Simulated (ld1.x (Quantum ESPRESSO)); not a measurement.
**What one change does to a pseudopotential (Ni (Z = 28), RRKJ)**

nickel, norm-conserving RRKJ (Kleinman–Bylander form), made with ld1.x (Quantum ESPRESSO) 7.5 (BP86, scalar-relativistic). Core [Ar], reference 3d8 4s1.5 4p0.5. Waves: 4s (bound): rc 2.20 bohr; 4p (bound): rc 3.00 bohr; 3d (bound): rc 1.70 bohr. Local part: all-electron potential smoothed inside 1.30 bohr (lloc = -1). Core correction: a·sin(br)/r model core inside 1.05 bohr. rho0 = 0.02.

All-electron outer shells of the reference configuration (BP86, scalar-relativistic, ld1.x):

```json
{"shell": "3s", "level (eV)": "-112.19", "outermost node (bohr)": "0.30", "outermost maximum (bohr)": "0.64"}
{"shell": "3p", "level (eV)": "-72.53", "outermost node (bohr)": "0.27", "outermost maximum (bohr)": "0.65"}
{"shell": "3d", "level (eV)": "-10.03", "outermost node (bohr)": "–", "outermost maximum (bohr)": "0.63"}
{"shell": "4s", "level (eV)": "-6.48", "outermost node (bohr)": "0.92", "outermost maximum (bohr)": "2.21"}
{"shell": "4p", "level (eV)": "-1.84", "outermost node (bohr)": "1.00", "outermost maximum (bohr)": "3.10"}
```

Change: core correction a·sin(br)/r model core inside 1.74 bohr.

Cutoffs: the cutoffs (Ry, on a coarse ladder) from which the occupation-weighted sum of valence levels, in a spherical-Bessel basis at the reference potential, stays within 10 and 1 mRy of its value at 400 Ry; they do not see the model core or the augmentation charge, which bear on the density cutoff. Errors are all-electron minus pseudo energies relative to the spin-unpolarised reference configuration.

**Question.** How do hardness, ghosts and transferability respond?

**Answer.** The potential gets neither clearly harder nor softer (70 Ry and 100 Ry → 70 Ry and 100 Ry); both files keep a bound ghost (s); of the 7 tests that both files solve, the error grows in 2 and shrinks in 5 by more than 15 % and 0.3 meV (median size 23.2 → 4.6 meV). A wider model core is smoother and lowers the density cutoff, which this test does not measure.

| quantity | base | changed |
| --- | --- | --- |
| cutoff, loose | 70 Ry | 70 Ry |
| cutoff, tight | 100 Ry | 100 Ry |
| bound ghosts | s | s |
| error for 3d8 4s2 4p0, meV [ΔE -2.28 eV] | +0.1 | +0.4 |
| error for 3d8 4s1 4p0, meV [ΔE 7.23 eV] | -1.3 | -0.9 |
| error for 3d8 4s0 4p0, meV [ΔE 24.68 eV] | +0.5 | +4.6 |
| error for 3d8.5 4s1.5 4p0, meV [ΔE -3.45 eV] | -23 | -19 |
| error for 3d7 4s2 4p1, meV [ΔE 8.27 eV] | -70 | -38 |
| error for 3d7 4s0 4p0, meV [ΔE 62.22 eV] | -125 | -96 |
| error for 3d9 4s0 4p0, meV [ΔE 4.22 eV] | -27 | -3.4 |
| s: phases at 3.23 bohr within 0.05 rad from the reference energy up to (Ry; the scan ends near 5) | 1.8 | 1.8 |
| p: phases at 3.23 bohr within 0.05 rad from the reference energy up to (Ry; the scan ends near 5) | 1.5 | 1.5 |
| d: phases at 3.23 bohr within 0.05 rad from the reference energy up to (Ry; the scan ends near 5) | 0.6 | 0.6 |

 A true bound ghost makes a file unfit for plane-wave use even where its test errors are small: the radial tests pick states by their node count and pass the ghost by.
